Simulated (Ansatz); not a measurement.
Ansatz (a quantum-chemistry and plane-wave program) input (PBE0/def2-SVP):

Ansatz 0.2 input:
```yaml
crystal:
  periodic: [false, false, false]
  atoms:
    - {symbol: Si, position_ang: [0.97108021, -0.58087265, 0.01833942]}
    - {symbol: S, position_ang: [-0.75787112, 0.54665389, -0.01125239]}
    - {symbol: H, position_ang: [-1.46918503, -0.61424516, -0.07671353]}
basis:
  gaussian:
    orbitals: def2-SVP
hamiltonian:
  xc: {name: PBE0}
total_charge: 1
```

Output:

```
Functional definition: PBE0
integrals: 0.01 GiB planned
377 factors; integrals over basis functions are off by at most 1.3e-3 eV
mean field: 0.09 GiB planned
mean field evaluation 1: about -18703.7063 eV, gradient 3.3e1 eV
mean field evaluation 2: about -18688.7157 eV, gradient 7.1e1 eV
mean field evaluation 4: about -18707.3630 eV, gradient 2.8e0 eV
mean field evaluation 8: about -18707.3910 eV, gradient 2.3e-2 eV
mean field -18707.39097016 eV, -687.4839378284 hartree, gradient 2.1e-5 eV, S^2 0.000000; 0 other end points of the search recorded, 0 dependent functions left out
reference -18707.39098791 eV, -687.4839384805 hartree; 15, 15 occupied and 26, 26 virtual orbitals, 377 factors
Total energy: -18707.39098791 eV, -687.4839384805 hartree
```

It need not be the lowest isomer of its formula.
